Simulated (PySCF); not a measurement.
The numbers below are computed, except where a source is named.
# AlF4

AlF4 is a small molecule, neutral, doublet. The structure was relaxed in the gas phase by PBE0-D3(BJ)/def2-SVP. No frequency run checks that it is a minimum.

SMILES: [F][Al]([F])([F])[F]

Coordinates in Å:
```
Al1     0.269    0.028    0.025
F2     -1.027   -1.132   -0.343
F3     -1.337    0.794    0.071
F4      1.171    0.450   -1.282
F5      0.949   -0.177    1.508
```

EPR values by unrestricted B3LYP, IGLO-III on Al F.

Predict g and the largest hyperfine couplings. Where does the spin sit?

g = 2.0041, 2.0169, 2.0237. The spin sits on F3 (51 %, bonded to 1 Al), F2 (51 %, bonded to 1 Al) by Mulliken populations.
```tsv
atom	isotope	isotropic (MHz)	dipolar, principal values (MHz)
F3	19F	338.9	-925.4, -920.5, 1845.8
F2	19F	339.1	-923.4, -918.5, 1841.9
Al1	27Al	-31.1	-1.3, -0.1, 1.4
F4	19F	-2.0	-5.5, -2.1, 7.6
F5	19F	-2.0	-5.5, -2.1, 7.6
```

How do the isotropic couplings move with BHandHLYP?

F3 338.9 to 493.1 MHz, F2 339.1 to 493.1 MHz, Al1 -31.1 to -42.0 MHz, F4 -2.0 to -3.5 MHz.

The 2 runs behind this took 46 s in all, one thread each of Arm Neoverse V1 on a shared host, launched as `OMP_NUM_THREADS=1 python cluster_run.py task.json out`.
